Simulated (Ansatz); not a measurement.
Reactions of `F[Si](F)(Cl)Br`.

Computed with Ansatz on PBE0-D4/def2-TZVP structures; ΔE is electronic, products minus reactants. CCSD(T)/CBS is the MP2 limit (def2-TZVPP, def2-QZVPP) plus CCSD(T) − MP2 in def2-TZVPP, frozen cores. This one scheme is used for every species. DFT in def2-TZVPP. B3LYP here is the variant with VWN-RPA as its local correlation; programs differ in this. For Br, Ge outer-core shells are correlated without core-valence functions, which leaves a few kJ/mol of doubt a bond. Scalar relativity is left out up to krypton. One conformer a species, not always the lowest.

```tsv
reaction	CCSD(T)/CBS(def2) (kJ/mol)
`F[Si](F)(Cl)Br` + `B[O][Al]([Cl])[Cl]` → `BO[Si](F)(F)Br` + `[Cl][Al]([Cl])[Cl]`	-37
`F[Si](F)(Cl)Br` + `BC#N` → `N#C[Si](F)(F)Cl` + `BBr`	?
`F[Si](F)(Cl)Br` + `[SiH3]Cl` → `F[Si](F)(Cl)[SiH2]Cl` + HBr	99
`F[Si](F)(Cl)Br` + H₂S → `F[Si](F)(S)Cl` + HBr	?
`F[Si](F)(Cl)Br` + `OB(O)F` → `O[Si](F)(Cl)Br` + `OB(F)F`	20
`F[Si](F)(Cl)Br` + `[SH][GeH2][Cl]` → `F[Si](F)(Cl)[S][GeH2][Cl]` + HBr	24
`F[Si](F)(Cl)Br` + `C[S][GeH2][Cl]` → `F[Si](F)(Cl)[S][GeH2][Cl]` + `CBr`	32
```

(1) Fill in the missing values. (An estimate is asked.)

Largest T1 diagnostic: 0.014, for `BC#N`.

Results:

(1) The calculation gave: `F[Si](F)(Cl)Br` + `BC#N` → `N#C[Si](F)(F)Cl` + `BBr`: +22.2 kJ/mol; `F[Si](F)(Cl)Br` + H₂S → `F[Si](F)(S)Cl` + HBr: +30.1 kJ/mol.
